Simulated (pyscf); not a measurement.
## `[CH3][Si][Cl]`, singlet

Gas-phase minimum from PySCF at ωB97X-D3(BJ)/def2-SVP, one conformer. Other isomers of H₃C–Si:–Cl [singlet] were not searched in full and may lie lower. 

```xyz
6

C     -0.1588    -0.2219    -0.2020
Si     1.4914     0.5932    -0.6529
Cl     1.5459     2.0023     0.9032
H     -0.9659     0.5325    -0.1975
H     -0.4264    -1.0297    -0.9018
H     -0.1101    -0.6348     0.8217
```

Bonds (Å): C1–Si2 1.895, C1–H4 1.105, C1–H5 1.102, C1–H6 1.105, Si2–Cl3 2.100. Angles (°): Si2–C1–H4 110.1, Si2–C1–H5 112.1, Si2–C1–H6 110.1, H4–C1–H5 109.0, H4–C1–H6 106.5, H5–C1–H6 109.0, C1–Si2–Cl3 97.8.

Properties at ωB97X-D3(BJ)/def2-SVP:

```json
{
 "harmonic_wavenumbers_unscaled": "90, 239, 521, 569, 678, 779, 1255, 1414, 1428, 3045, 3142, 3167 cm⁻¹",
 "zero_point_energy": "23.3 kcal/mol",
 "rotational_symmetry_number": "1",
 "Entropy of this conformer at 298 K and 1 atm, rigid rotor and harmonic oscillator, modes under 100 cm⁻¹ raised to 100": "295.6 J/(mol K)",
 "dipole_moment": "1.78 D"
}
```

Single-point totals, which compare only within one level (frozen core for MP2 and CC):

```tsv
level	total energy (hartree)
ωB97X-D3(BJ)/def2-TZVP	-789.69985
PBE/def2-TZVP	-789.25686
r²SCAN/def2-TZVP	-789.56379
B3LYP-D3(BJ)/def2-TZVP	-789.69821
PBE0-D3(BJ)/def2-TZVP	-789.33002
M06-2X/def2-TZVP	-789.59540
ωB97M-D3(BJ)/def2-TZVP	-789.75707
HF/def2-TZVPP	-788.09502
MP2/def2-TZVPP	-788.56201
CCSD/def2-TZVPP	-788.60431
CCSD(T)/def2-TZVPP	-788.62607
```

Soft torsions are taken as harmonic, which can shift the entropy by several J/(mol K). The CCSD(T) − MP2 part came from Ansatz, without density fitting, on the same reference.
